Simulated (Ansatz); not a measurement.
Stepwise reaction of `[F][GeH]([F])[GeH3]` with hydrogen, as a gas-phase model of exchange steps in deposition or etching. ΔE in kJ/mol; ΔG adds harmonic PBE0-D4 terms to CCSD(T)/CBS, at 1 bar.

Gas-phase electronic energies from Ansatz, PBE0-D4/def2-TZVP geometries. CCSD(T)/CBS is the MP2 limit (def2-TZVPP, def2-QZVPP) plus CCSD(T) − MP2 in def2-TZVPP, frozen cores. This one scheme is used for every species. Functionals use def2-TZVPP. B3LYP here is the variant with VWN-RPA as its local correlation; programs differ in this. For Ge outer-core shells are correlated without core-valence functions, which leaves a few kJ/mol of doubt a bond. Scalar relativity is left out up to krypton.

```
step                                       reaction  PBE-D4  B3LYP-D4  ωB97M-V  CCSD(T)/CBS  ΔG(400 K)
   2  `[F][GeH2][GeH3]` + H₂ → `[GeH3][GeH3]` + H–F    29.9      35.1     32.0         24.4       32.3
```

(1) Give the row of step 1, `[F][GeH]([F])[GeH3]` + H₂ → `[F][GeH2][GeH3]` + H–F. (Best estimate.)

(2) By hand: ΔE of the 2 steps together at CCSD(T)/CBS.

Answers

(1) Computed: 
| step | reaction | PBE-D4 | B3LYP-D4 | ωB97M-V | CCSD(T)/CBS | ΔG(400 K) |
| --- | --- | --- | --- | --- | --- | --- |
| 1 | `[F][GeH]([F])[GeH3]` + H₂ → `[F][GeH2][GeH3]` + H–F | 53.2 | 56.7 | 54.9 | 48.1 | 49.8 |

(2) (48.1) + (24.4) = 72.5 kJ/mol, or 36.2 kJ/mol a step.

In ΔE each step is lower than the one before. All are uphill at CCSD(T)/CBS. ΔG lies between 32.3 and 49.8 kJ/mol a step. PBE-D4 differs from CCSD(T)/CBS by 5.1 to 5.5 kJ/mol a step. Isolated molecules leave out the surface, adducts and barriers. Largest T1 diagnostic: 0.012.
